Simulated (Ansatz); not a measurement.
# Worked example: C2H7Si2 → C2H5Si2 + H2

Species: C2H7Si2 `[SiH2]/C=C/[SiH3]`, doublet; C2H5Si2 `[SiH2]C#C[SiH3]`, doublet; H2, singlet. 

Shapes, held fixed at every level: PBE0-D4/def2-TZVP. Flexible molecules stand in one conformer, not always the lowest. Programs: Ansatz 0.2.0. Electronic energies: no zero-point or thermal term.

At B2PLYP/def2-TZVPP; 1 Eh = 2625.50 kJ/mol:

| species | energy (Eh) |
| --- | --- |
| C2H7Si2 | -659.053131 |
| C2H5Si2 | -657.834609 |
| H2 | -1.169914 |

Task: Work out ΔE of the reaction at this level.

Result: 
1. Products less reactants: (-657.834609) + (-1.169914) − [(-659.053131)] = 0.048608 Eh = +127.6 kJ/mol.

Other levels give +132.2 (HF/def2-TZVPP) to +186.5 kJ/mol (SPW92/def2-TZVPP). No measured value is set beside it here. Spin contamination: C2H7Si2 (⟨S²⟩ up to 0.91), C2H5Si2 (⟨S²⟩ up to 0.88). Open shells run unrestricted unless RO is named.
